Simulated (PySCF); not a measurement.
**17O chemical shifts**

All values are calculated (PySCF): geometry from GFN2-xTB, PBE0/pcSseg-1 with gauge-including orbitals. A single conformation, rapidly exchanging positions averaged, non-relativistic Hamiltonian, no solvent.

Shieldings were converted by a linear fit to measured shifts: 17O (scatter 10.7 ppm rms, 12.2 ppm with the 3 outliers that the fit left out vs liquid water, solution or neat liquid). Occasional misses reach two or three times the rms, and more in compound classes unlike the fitted ones.

Task: Give the 17O shifts of `C/C=C\[P@](=O)(CC)C(F)(F)F`.

Result: 
```tsv
compound	environment	δ (ppm)
C/C=C\[P@](=O)(CC)C(F)(F)F	P=O oxygen	31.3
```

Task: Match the shifts 602.1, 30.3, -42.1 ppm to `C[P@@H](=O)c1ccc(Cl)cc1`, `O[SiH3]`, `CC(=O)C=C=C[SiH](Cl)Cl`.

Result: 602.1: CC(=O)C=C=C[SiH](Cl)Cl (ketone oxygen); 30.3: C[P@@H](=O)c1ccc(Cl)cc1 (P=O oxygen); -42.1: O[SiH3] (oxygen bonded to Si, H).
